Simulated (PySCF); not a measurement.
# The second ionisation energy along the halogens

All values are computed (PySCF 2.14, energy differences of UHF-based or UKS calculations, no spin-orbit coupling). Values in eV. The last column holds reference values (NIST; (s) semi-empirical, (t) theoretical, else measured). Unmarked ones compare directly (S terms, centres of terms, or small fine structure); those marked * lie between the lowest fine-structure levels and include a spin-orbit shift.

```csv
element,configurations,LDA,PBE0,r2SCAN,MP2 (valence),SCS-MP2 (valence),MP2 (valence and next inner shell),reference
"F (x2c-QZVPPall with one added diffuse shell each of s, p, d, f type, spin-free X2C)",[He] 2s2 2p4 → [He] 2s2 2p3,35.267,35.246,35.112,34.735,34.866,34.755,34.950
"Cl (x2c-QZVPPall with one added diffuse shell each of s, p, d, f type, spin-free X2C)",[Ne] 3s2 3p4 → [Ne] 3s2 3p3,23.963,23.823,23.797,23.473,23.581,23.485,23.771
"Br (x2c-QZVPPall with one added diffuse shell each of s, p, d, f type, spin-free X2C)",[Ar] 3d10 4s2 4p4 → [Ar] 3d10 4s2 4p3,21.663,21.385,21.455,21.051,21.143,21.160,21.409
"I (x2c-QZVPPall with one added diffuse shell each of s, p, d, f type, spin-free X2C)",[Kr] 4d10 5s2 5p4 → [Kr] 4d10 5s2 5p3,19.054,18.750,18.757,18.410,18.495,18.550,18.750
```

Problem. Which of these methods has the smallest mean absolute error against the measured values here?

Solution. r2SCAN, with 0.061 eV.

```csv
method,elements,mean error (eV),mean absolute error (eV),largest error (eV)
LDA,4,0.267,0.267,0.317
PBE0,4,0.081,0.093,0.296
r2SCAN,4,0.061,0.061,0.163
MP2 (valence),4,-0.302,0.302,-0.358
SCS-MP2 (valence),4,-0.198,0.198,-0.265
MP2 (valence and next inner shell),4,-0.232,0.232,-0.286
```

Errors include the incompleteness of the basis and the frozen core.

"Valence" correlates the outer s and p shells and, in groups 3 to 12 and the f block, the outer d or f shell, open or full, or the next shell where the ion has no valence electron left; the wider scheme adds the next inner shell.
